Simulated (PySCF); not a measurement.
Compound: C₃H₆B₂O₂.
Numbering: `[BH2:1][O:2][C@H:3]1[BH:4][O:5][CH:6]=[CH:7]1` (hydrogens: H8, H9 on B1; H10 on C3; H11 on B4; H12 on C6; H13 on C7)

Computed with PBE0-D3(BJ)/def2-SVP geometry optimisation, gas phase in PySCF.

Entries marked ? are missing. Bonds in one row agree within 0.01 Å.

```csv
coordinate,value
B1–O2,?
O2–C3,1.414 Å
C3–B4,1.599 Å
B4–O5,1.363 Å
O5–C6,?
C6=C7,?
C3–C7,?
"B1–H8, B1–H9",1.212 Å
C3–H10,1.113 Å
B4–H11,1.202 Å
C6–H12,1.090 Å
C7–H13,1.090 Å
B1–O2–C3,123.3°
O2–C3–B4,115.7°
O2–C3–C7,?
B4–C3–C7,99.7°
C3–B4–O5,?
B4–O5–C6,108.3°
O5–C6–C7,?
C3–C7–C6,108.8°
```

**Question.** Estimate the withheld lengths and angles.

**Answer.** 
- B1–O2 = 1.340 Å, drawn single (three-coordinate boron to boron-bound oxygen); 0.16 Å below the sum of covalent radii, 1.50 Å.
- O5–C6 = 1.387 Å, drawn single (boron-bound oxygen to vinylic carbon bearing oxygen); equal to the sum of covalent radii, 1.39 Å.
- C6=C7 = 1.334 Å, drawn double (vinylic carbon bearing oxygen to alkene CH carbon); 0.13 Å below the sum of covalent radii, 1.46 Å.
- C3–C7 = 1.504 Å, drawn single (sp3 carbon bound to oxygen to alkene CH carbon); 0.01 Å above the sum of covalent radii, 1.49 Å.
- O2–C3–C7 = 114.6°, at the sp3 carbon bound to oxygen; the outer atoms are 2.455 Å apart.
- C3–B4–O5 = 108.3°, at the three-coordinate boron, inside a 5-membered ring; the outer atoms are 2.404 Å apart.
- O5–C6–C7 = 114.6°, at the vinylic carbon bearing oxygen, inside a 5-membered ring; the outer atoms are 2.290 Å apart.

Radii are Cordero's, carbon taken as 0.76, 0.73 or 0.69 Å for four, three, and two or fewer neighbours.

Stationary, but not proved a minimum. The numbers are those of one conformer (H–B1–O2–C3 1° and -179°, B1–O2–C3–B4 122°).
